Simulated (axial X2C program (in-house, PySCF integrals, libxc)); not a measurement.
Spin–orbit effects along a row: molecules with Mg, PBE0

All values come from calculations with an axial X2C code built on PySCF integrals, spin-free (one-electron X2C) or two-component (2c: spin–orbit coupling with atomic mean-field Coulomb and Gaunt terms, which also bring small scalar terms), in Dyall basis sets with cores contracted in-house; open shells are unrestricted.

Basis sets: Br dyall-cv3z, Co dyall-cv3z, Cr dyall-cv3z, Cu dyall-cv3z, Ge dyall-cv3z, K dyall-cv3z, Mg dyall-cv3z, Ni dyall-cv3z, Ti dyall-cv3z, V dyall-cv3z.

```csv
molecule,spin-free state,Re (Å),ωe (cm⁻¹),De (eV),2c state,Re 2c (Å),ωe 2c (cm⁻¹),De 2c (eV)
KMg,"M_S = 1/2, Λ = 0",3.922,80.3,0.16,Ω = 1/2,3.922,80.3,0.16
MgTi,"M_S = 2, Λ = 2",2.954,168.3,n/a,Ω = 4,2.956,167.9,n/a
MgV,"M_S = 5/2, Λ = 0",3.013,149.5,n/a,Ω = 5/2,3.014,149.3,n/a
MgCr,"M_S = 3, Λ = 0",2.919,156.9,0.37,Ω = 3,2.920,156.7,0.37
MgCo,"M_S = 3/2, Λ = 3",2.566,227.9,0.31,Ω = 7/2,2.559,225.2,n/a
MgNi,"M_S = 1, Λ = 0",2.567,221.2,0.75,Ω = 3,2.466,249.1,n/a
MgCu,"M_S = 1/2, Λ = 0",2.474,239.7,0.90,Ω = 1/2,2.475,239.5,0.89
MgGe,"M_S = 1, Λ = 0",2.581,254.1,1.07,Ω = 1,2.582,253.5,n/a
MgBr,"M_S = 1/2, Λ = 0",2.359,366.4,2.89,Ω = 1/2,2.360,365.7,2.79
```

Problem. Work out the shifts from the spin-free to the two-component result.

Solution. 

```json
{"molecule": "KMg", "2c state": "Ω = 1/2", "ΔRe (Å)": "0.000", "Δωe (cm⁻¹)": "0.0", "ΔDe (eV)": "0.00"}
{"molecule": "MgTi", "2c state": "Ω = 4", "ΔRe (Å)": "0.002", "Δωe (cm⁻¹)": "-0.4", "ΔDe (eV)": "n/a"}
{"molecule": "MgV", "2c state": "Ω = 5/2", "ΔRe (Å)": "0.001", "Δωe (cm⁻¹)": "-0.2", "ΔDe (eV)": "n/a"}
{"molecule": "MgCr", "2c state": "Ω = 3", "ΔRe (Å)": "0.001", "Δωe (cm⁻¹)": "-0.2", "ΔDe (eV)": "0.00"}
{"molecule": "MgCo", "2c state": "Ω = 7/2", "ΔRe (Å)": "other state", "Δωe (cm⁻¹)": "other state", "ΔDe (eV)": "n/a"}
{"molecule": "MgNi", "2c state": "Ω = 3", "ΔRe (Å)": "other state", "Δωe (cm⁻¹)": "other state", "ΔDe (eV)": "n/a"}
{"molecule": "MgCu", "2c state": "Ω = 1/2", "ΔRe (Å)": "0.001", "Δωe (cm⁻¹)": "-0.2", "ΔDe (eV)": "-0.01"}
{"molecule": "MgGe", "2c state": "Ω = 1", "ΔRe (Å)": "0.001", "Δωe (cm⁻¹)": "-0.6", "ΔDe (eV)": "n/a"}
{"molecule": "MgBr", "2c state": "Ω = 1/2", "ΔRe (Å)": "0.001", "Δωe (cm⁻¹)": "-0.7", "ΔDe (eV)": "-0.10"}
```

Shifts of one unit in the last digit are rounding.

Each entry is the lowest single determinant of a limited PBE0 search at one distance. De goes to single-determinant-based atoms at the same level (for ions the charge split of lowest energy) and is withheld (n/a) where an atom does not fit its ground term or J level. Main or longest-lived isotopes. One determinant is a doubtful description, or other states lie close, for MgTi, MgV, MgCr, MgCo, MgNi, MgGe; these need not be ground states, and all values refer to the states named. Some open-shell Ω = 0 determinants are out of reach, so the Ω given for MgTi, MgCr, MgGe need not be the lowest component. With several unpaired electrons the Ω given is that of one determinant, not necessarily of the lowest component. The functionals have no current term, which raises determinants with orbital currents. Where the atoms have a lower orbital projection than the molecule, De at mean-field level may be about a tenth of an eV too small. The lowest determinant changes configuration between the Hamiltonians for MgCo, MgNi, so two states are compared there.
